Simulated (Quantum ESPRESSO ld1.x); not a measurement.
Ga2+, 29 electrons, occupied as [Ar] 3d10 4s1. Calculated with ld1.x of Quantum ESPRESSO 7.5: scalar-relativistic Kohn-Sham, OLYP, spin-unpolarised, spherical densities, point nucleus.

Unscreened Slater integrals over Kohn-Sham orbitals (eV). Empty in this configuration: 4p.

F0(4s,4s): 11.677
F0(4s,3d): 14.828
G2(4s,3d): 1.5717
F0(4s,3p): 15.059
G1(4s,3p): 0.91793
F0(4s,3s): 15.108
G0(4s,3s): 0.66595
F0(4s,4p): 10.368
G1(4s,4p): 6.7293
F0(3d,3d): 31.926
F2(3d,3d): 14.736
F4(3d,3d): 9.1610
F0(3d,3p): 33.845
F2(3d,3p): 15.954
G1(3d,3p): 19.643
G3(3d,3p): 11.946
F0(3d,3s): 34.434
G2(3d,3s): 14.903
F0(3d,4p): 12.273
F2(3d,4p): 2.4735
G1(3d,4p): 0.98316
G3(3d,4p): 0.82940
F0(3p,3p): 36.261
F2(3p,3p): 18.102
F0(3p,3s): 36.909
G1(3p,3s): 24.404
F0(3p,4p): 12.411
F2(3p,4p): 2.0751
G0(3p,4p): 0.50226
G2(3p,4p): 0.57090
F0(3s,3s): 37.618
F0(3s,4p): 12.440
G1(3s,4p): 0.56409
F0(4p,4p): 9.4536
F2(4p,4p): 4.9496
